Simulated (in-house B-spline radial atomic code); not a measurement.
The numbers below are computed, except where a source is named.
# Two electrons in Ge: a spherical dot of radius 20.5 nm with hard walls with an ionised donor at its centre

For Ge the NSM archive of the Ioffe Institute lists m_l = 1.6 m0, m_t = 0.08 m0 and ε = 16.2; the model takes one isotropic valley with the conductivity mass 3/(1/m_l + 2/m_t) = 0.117 m0, and so misses anisotropy and the other valleys. All triplets below are those of one valley; with several valleys two electrons can form a triplet in the 1s orbital itself, at an energy set by the valley splitting. Real donors also feel a central-cell potential, which shifts the ground state.

Effective-mass model with parabolic bands, a uniform dielectric constant, no image charges, no central-cell or spin-orbit terms. Two-electron levels come from full CI in B-splines with partial waves to l = 5 (up to 0.001 effective hartree above the limit).

Task: What are the effective units, and what is the potential in them?

Result: Ha* = 27211.386 meV × 0.117/16.2² = 12.13 meV and a* = 0.0529177 nm × 16.2/0.117 = 7.327 nm. The radius is R = 2.8 a*, with −1/r added.

In these units the lowest s and p orbitals lie at -0.3967 and 0.6034, and their Coulomb and exchange integrals are J_ss = 0.8208, J_sp = 0.6408 and K_sp = 0.1161. Full CI gives -0.0518 for the ground singlet, 0.7141 for the sp triplet, 0.9054 for the sp singlet and 1.5207 for the lowest triplet of two s orbitals.

Task: What does it cost to add the second electron, to first order and exactly?

Result: To first order E = 2ε_s + J_ss = 0.0274, so the charging energy E(2) − 2E(1) is J_ss = 9.957 meV. CI gives -0.0518 − 2 × (-0.3967) = 0.7416, or 8.996 meV: relaxation and correlation lower it by 0.9608 meV, 9.6 % of J_ss. The s² configuration of one-electron orbitals holds 96.7 % of the state, and the mean radius is 8.84 nm.

Task: How far above the singlet do the triplets lie?

Result: To first order the sp triplet lies at ε_s + ε_p + J_sp − K_sp = 0.7314, which is 8.54 meV above 2ε_s + J_ss. CI gives 0.7141 − (-0.0518) = 0.7659, or 9.291 meV, 77 % of the orbital spacing of 12.13 meV. The ss triplet lies 19.08 meV up, so the lower of the two is the sp one, and its gap equals k_BT at 108 K. The sp singlet-triplet splitting is 2.321 meV, against 2K_sp = 2.818 meV.
